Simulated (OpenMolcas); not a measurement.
A calculation on Nb²⁺.

| Quantity | Value |
| --- | --- |
| Program | OpenMolcas |
| Method | RASSCF |
| Basis | ANO-RCC-VQZP [8s7p5d3f2g1h] |
| Scalar Hamiltonian | DKH2, point nucleus |
| Active space | 9 electrons in 8 orbitals (RAS1 4p, at most 2 holes; RAS2 4d) |
| State averaging | 2S+1 = 4 even, 10 roots; 2S+1 = 2 even, 40 roots |
| Spin-orbit coupling | state interaction with AMFI integrals over the reference wave functions, term energies averaged over their components |

Question: Which level of the active space comes out lowest?

Answer: 4d³ ⁴F_3/2, with 99 % of that term; it is also the measured ground level.

Question: How high does 4d³ ⁴P_5/2 lie?

Answer: 11657 cm⁻¹ above the lowest level; measured 9594 cm⁻¹ above the ground level, so the calculation is off by +22 %.

Question: How high does 4d³ ⁴F_9/2 lie?

Answer: 2055 cm⁻¹ above the lowest level; measured 1939 cm⁻¹ above the ground level, so the calculation is off by +6 %.

Question: How high does 4d³ ²D_5/2(1) lie?

Answer: 16670 cm⁻¹ above the lowest level; measured 13094 cm⁻¹ above the ground level, so the calculation is off by +27 %.

Question: The level at 14540 cm⁻¹ has J = 3/2. What is it made of, and what is its g factor?

Answer: 51 % 4d³ ²P_3/2, 41 % 4d³ ²D(1), 8 % 4d³ ⁴P; g = 1.145, against 1.334 from Landé's formula for the pure leading term.

Measured values: the list in Shadmi, J. Res. Natl. Bur. Stand. 70A, 435 (1966).

Without dynamic correlation excited terms often stand tens of per cent too high (terms of higher spin than the ground term too low), and those without a measured partner can miss by more than the paired ones. Active for correlation alone: 4p; no level in the range computed is led by a configuration that opens it, so any true level of that kind is missing. Measured partners are found by configuration, term and J. A level has none where our copy of the source lacks it or the pairing is in doubt (some pairs that miss far off the trend of their configuration count as doubtful), and it then counts in no deviation. Only configurations of the active space appear.

A number in round brackets counts repeated terms of one configuration in the order of the reference energies.
